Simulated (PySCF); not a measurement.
**Sb(2+) (antimony, charge +2) across methods**

[Kr] 4d10 5s1 5p2, high-spin 4P determinant (an excited configuration). Calculation: PySCF 2.14, in x2c-QZVPPall with one added diffuse shell each of s, p, d, f type (14s10p8d5f1g, 128 functions); scalar relativity by spin-free X2C-1e.

| method | E (hartree) | mean ε 4d β (eV) | mean ε 5s α (eV) | mean ε 5p α (eV) | Σ⟨r²⟩ (bohr²) | ⟨S²⟩ |
| --- | --- | --- | --- | --- | --- | --- |
| UHF | -6476.93058 | -63.366 | -37.226 | -25.990 | 39.54 | 3.753 |
| r2SCAN | -6479.62 | -53.540 | -31.807 | -22.106 | 39.12 | 3.752 |
| PBE0 | -6479.26 | -55.708 | -32.900 | -22.926 | 39.20 | 3.751 |
| PBE | -6479.17 | -52.730 | -31.198 | -21.708 | 39.24 | 3.751 |
| LC-wPBE | -6479.14 | -58.131 | -36.229 | -25.730 | 39.14 | 3.751 |
| revPBE | -6479.44 | -52.683 | -31.139 | -21.683 | 39.21 | 3.751 |
| BHandHLYP | -6479.60 | -58.496 | -34.334 | -23.838 | 39.26 | 3.751 |
| LDA | -6473.41 | -52.905 | -31.454 | -21.811 | 39.18 | 3.751 |
